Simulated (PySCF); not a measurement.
PBE0 on I (iodine, neutral), [Kr] 4d10 5s2 5p4 5d1, one real determinant (an excited configuration). Computed with PySCF 2.14 in aug-cc-pVDZ-PP with ECP28MDF, with scalar relativity through the core potential.

```
cycle= 1 E= -295.350458099296  delta_E= -0.00399  |g|= 0.00877  |ddm|= 0.289
cycle= 2 E= -295.350522751463  delta_E= -6.47e-05  |g|= 0.00394  |ddm|= 0.0445
cycle= 3 E= -295.350530470314  delta_E= -7.72e-06  |g|= 0.000706  |ddm|= 0.0154
cycle= 4 E= -295.350530693308  delta_E= -2.23e-07  |g|= 6.58e-05  |ddm|= 0.00138
cycle= 5 E= -295.350530696996  delta_E= -3.69e-09  |g|= 3.01e-06  |ddm|= 0.000272
cycle= 6 E= -295.350530697013  delta_E= -1.69e-11  |g|= 2.62e-07  |ddm|= 2.54e-05
converged SCF energy = -295.350530697013  <S^2> = 3.7529669  2S+1 = 4.0014832
```

Highest occupied orbital energy: 0.763 eV; ⟨L²⟩ = 8.01; populations by l: s 4.00, p 10.00, d 11.00.

Problem. Can this result be used?

Solution. Not for this state. The calculation finished and met its thresholds. ⟨L²⟩ = 8.01 against 12 for a pure F term, so this real determinant mixes terms. Energies and moments cover only the electrons outside the core potential. The outer electron is Rydberg-like, and this basis confines it to a smaller radius and binds it less than a complete one would. At PBE0 the highest occupied level has a positive energy, so only the finite basis holds that electron; for this excited configuration the basis is too tight for the outer shell.
